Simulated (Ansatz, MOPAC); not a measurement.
System: H8SiN3O (charge +1, singlet). SMILES: N[Si](N)(N)[OH2+]

Atoms: N1, Si2, N3, N4, O5, H6, H7, H8, H9, H10, H11, H12, H13. Bonds: N1-Si2, N1-H6, N1-H7, Si2-N3, Si2-N4, Si2-O5, N3-H8, N3-H9, N4-H10, N4-H11, O5-H12, O5-H13.

Bond lengths (Å) and angles (degrees) optimised at AM1 with MOPAC; PM3 with MOPAC; PM6 with MOPAC; MNDO with MOPAC; HF/6-31G* with Ansatz (a program for electronic structure); B3LYP/LANL2DZ with Ansatz, each started from the B3LYP-D3(BJ)/def2-TZVP structure (Ansatz) of the last column. A row stands for all coordinates that are equal there; 12 of 24 kinds are shown. 6-31G* holds six Cartesian d functions. No wavenumbers were computed at AM1, MNDO, B3LYP/LANL2DZ, so these may be saddle points.

```tsv
coordinate	AM1	PM3	PM6	MNDO	HF/6-31G*	B3LYP/LANL2DZ	B3LYP-D3(BJ)/def2-TZVP
N1-Si2	1.661	1.748	1.682	1.679	1.668	1.693	1.668
N1-H6	0.990	0.998	1.018	0.991	0.999	1.014	1.008
Si2-N3	1.657	1.738	1.681	1.680	1.673	1.697	1.672
Si2-N4	1.661	1.748	1.680	1.682	1.677	1.703	1.677
Si2-O5	2.054	1.813	1.878	1.848	1.898	1.940	1.891
N3-H8	0.990	0.998	1.019	0.991	0.999	1.015	1.009
O5-H12	0.967	0.964	0.987	0.951	0.957	0.979	0.970
N1-Si2-N3	118.4	117.0	114.5	116.3	114.4	114.7	114.7
N1-Si2-N4	118.8	119.5	114.8	117.2	113.7	114.7	114.1
N1-Si2-O5	96.3	96.1	106.8	100.8	107.8	107.8	107.7
N3-Si2-N4	118.4	117.1	118.1	117.3	123.2	121.5	122.5
N3-Si2-O5	98.5	103.4	98.7	100.6	95.0	96.7	95.4
```

Mean signed difference of all 12 bond lengths from B3LYP-D3(BJ)/def2-TZVP: AM1 0.000 Å, PM3 0.005 Å, PM6 0.009 Å, MNDO -0.014 Å, HF/6-31G* -0.006 Å, B3LYP/LANL2DZ 0.015 Å.
